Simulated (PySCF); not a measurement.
Isomers of C7H6O2S. Method: PySCF 2.14.0, PBE0-D3(BJ)/def2-SVP geometry optimisation, gas phase. One conformer each; no zero-point energy, no entropy. No frequencies were run at this level. Point groups hold within 0.08 Å.

Question: Rank from lowest to highest electronic energy at this level (kJ/mol).
A. `[O:1]=[C:2]([OH:3])[c:4]1[cH:5][cH:6][c:7]([SH:8])[cH:9][cH:10]1` with O1–C2–O3–H 0°, O1–C2–C4–C5 180°, C6–C7–S8–H 0° (4-mercaptobenzoic acid)
B. `[O:1]=[C:2]([OH:3])[c:4]1[cH:5][cH:6][cH:7][cH:8][c:9]1[SH:10]` with O1–C2–O3–H 0°, O1–C2–C4–C5 3°, C8–C9–S10–H 179° (thiosalicylic acid)

Answer: A (0.0), B (13.1).

```csv
SMILES,E (Eh),E rel (kJ/mol),dipole (D),point group,"A, B, C (MHz)"
O=C(O)c1ccc(S)cc1,-817.99568,0.0,2.51,Cs,"3844, 560.2, 489.0"
O=C(O)c1ccccc1S,-817.99067,13.1,0.62,near Cs,"1446, 1200, 656.0"
```
